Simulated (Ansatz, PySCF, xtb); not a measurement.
Reaction R1 → P1, each structure at its B3LYP-D3(BJ)/def2-TZVP stationary point, reached from a drawn start; harmonic modes at that level show minima.
R1, C2H3N (SMILES [C-]#[N+]C) (charge 0, multiplicity 1):
```json
[
 {"atom": "C", "x (Å)": "-0.4821", "y (Å)": "0.0077", "z (Å)": "-0.0106"},
 {"atom": "N", "x (Å)": "0.9354", "y (Å)": "-0.0149", "z (Å)": "0.0206"},
 {"atom": "C", "x (Å)": "2.0994", "y (Å)": "-0.0334", "z (Å)": "0.0462"},
 {"atom": "H", "x (Å)": "-0.8457", "y (Å)": "-0.6917", "z (Å)": "-0.7631"},
 {"atom": "H", "x (Å)": "-0.8772", "y (Å)": "-0.2783", "z (Å)": "0.9638"},
 {"atom": "H", "x (Å)": "-0.8298", "y (Å)": "1.0106", "z (Å)": "-0.2570"}
]
```
P1, C2H3N (SMILES CC#N) (charge 0, multiplicity 1):
```xyz
6

C     -0.488     0.004    -0.008
C      0.966    -0.007     0.016
N      2.115    -0.016     0.035
H     -0.859    -0.760    -0.693
H     -0.882    -0.198     0.988
H     -0.851     0.977    -0.339
```

| level | reaction energy (kJ/mol) | minus CCSD(T)/cc-pVQZ |
|---|---|---|
| GFN1-xTB | -150.2 | -49.0 |
| GFN2-xTB | -98.9 | 2.4 |
| HF/cc-pVDZ | -86.4 | 14.8 |
| HF/cc-pVTZ | -82.9 | 18.3 |
| HF/cc-pVQZ | -82.5 | 18.7 |
| SVWN5/def2-TZVPP | -103.2 | -1.9 |
| PBE/def2-TZVPP | -104.5 | -3.2 |
| PBE-D4/def2-TZVPP | -104.1 | -2.8 |
| BLYP/def2-TZVPP | -100.7 | 0.6 |
| BLYP-D4/def2-TZVPP | -99.6 | 1.7 |
| revPBE/def2-TZVPP | -104.1 | -2.8 |
| revPBE-D4/def2-TZVPP | -102.0 | -0.7 |
| r2SCAN/def2-TZVPP | -103.8 | -2.6 |
| r2SCAN-D3(BJ)/def2-TZVPP | -103.7 | -2.4 |
| B97M-V/def2-TZVPP | -101.7 | -0.5 |
| B3LYP/def2-TZVPP | -98.5 | 2.8 |
| B3LYP-D4/def2-TZVPP | -97.8 | 3.5 |
| PBE0/def2-TZVPP | -101.1 | 0.1 |
| PBE0-D4/def2-TZVPP | -100.8 | 0.5 |
| BHLYP/def2-TZVPP | -93.8 | 7.5 |
| BHLYP-D3(BJ)/def2-TZVPP | -93.2 | 8.0 |
| BHLYP-D4/def2-TZVPP | -93.3 | 7.9 |
| M06-2X/def2-TZVPP | -92.2 | 9.1 |
| CAM-B3LYP/def2-TZVPP | -96.1 | 5.1 |
| CAM-B3LYP-D3(BJ)/def2-TZVPP | -95.8 | 5.4 |
| CAM-B3LYP-D4/def2-TZVPP | -95.8 | 5.5 |
| B2PLYP/def2-TZVPP | -103.4 | -2.2 |
| B2PLYP-D3(BJ)/def2-TZVPP | -103.1 | -1.9 |
| MP2/cc-pVDZ | -114.3 | -13.1 |
| MP2/cc-pVTZ | -112.4 | -11.2 |
| MP2/cc-pVQZ | -112.3 | -11.1 |
| SCS-MP2/cc-pVDZ | -109.4 | -8.2 |
| SCS-MP2/cc-pVTZ | -107.6 | -6.4 |
| SCS-MP2/cc-pVQZ | -107.7 | -6.4 |
| CCSD/cc-pVDZ | -101.1 | 0.1 |
| CCSD/cc-pVTZ | -99.9 | 1.3 |
| CCSD/cc-pVQZ | -99.8 | 1.4 |
| CCSD(T)/cc-pVDZ | -102.0 | -0.8 |
| CCSD(T)/cc-pVTZ | -101.3 | -0.1 |
| CCSD(T)/cc-pVQZ | -101.2 | 0.0 |

 The comparison column counts from a level with limits of its own.

P less R. No zero-point or thermal terms.

Cores are frozen in the correlated methods.

Programs: Ansatz (Gaussian orbitals); PySCF for M06-2X and the D3/D4 terms; xtb for the GFN methods. No computed number here is a measurement.

Ansatz is a first-principles code.
